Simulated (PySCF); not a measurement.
Geometry (Å), atoms numbered from 1 in this order:
```xyz
15

C     2.011    0.620   -0.004
N     1.062   -0.440    0.207
B    -0.331   -0.418    0.030
C    -1.061    0.905   -0.458
C    -1.158   -1.733    0.331
H     2.564    0.872    0.918
H     1.492    1.530   -0.335
H     2.757    0.364   -0.777
H     1.482   -1.309    0.520
H    -0.914    1.732    0.259
H    -2.145    0.766   -0.578
H    -0.665    1.259   -1.425
H    -1.707   -2.052   -0.572
H    -1.932   -1.531    1.092
H    -0.556   -2.588    0.679
```

Geometry: PBE0-D3(BJ)/def2-SVP; GIAO shifts from PySCF, gas phase, non-relativistic, averaged over equivalent atoms.

At WP04/pcSseg-1 (135 basis functions, 8 s wall time on 1 thread of an Arm Neoverse V2, shared host):
```tsv
atoms	δ (ppm)
C1	33.7
C4/C5	5.5
N2	105.7
B3	46.0
H9	3.25
H6/H7/H8	2.59
H10/H11/H12/H13/H14/H15	0.26
```

Scale: ¹³C (σref 172.44) and ¹H (σref 31.56) against TMS; ¹⁵N (σref 246.90) against NH3; ¹¹B (σref 95.72) vs BF3·OEt2 (reference shieldings calculated alike).

Q: Estimate the result of repeating the calculation with mPW1PW91/pcSseg-1.

A: 
```
                  atoms  δ at mPW1PW91/pcSseg-1  change
                     C1                    32.1    -1.6
                  C4/C5                     5.3    -0.2
                     N2                   117.1   +11.4
                     B3                    44.5    -1.5
                     H9                    3.46   +0.21
               H6/H7/H8                    2.72   +0.13
H10/H11/H12/H13/H14/H15                    0.28   +0.02
```

References, each an isolated molecule treated in the same way: ¹³C (183.54 ppm) and ¹H (31.32 ppm) against TMS; ¹⁵N (264.17 ppm) vs NH3; ¹¹B (100.80 ppm) against BF3·OEt2.

The largest change is at N2 (nitrogen bonded to C, B, H). Cost: 135 basis functions, 8.3 s wall time on 1 thread of an Arm Neoverse V2, shared host.

A carbon bonded to boron is broadened by the quadrupolar boron nucleus and is often missing from a measured spectrum. Experimental scales use liquid or dissolved standards, which lie at an offset from isolated NH3 (liquid NH3: subtract about 20 ppm).
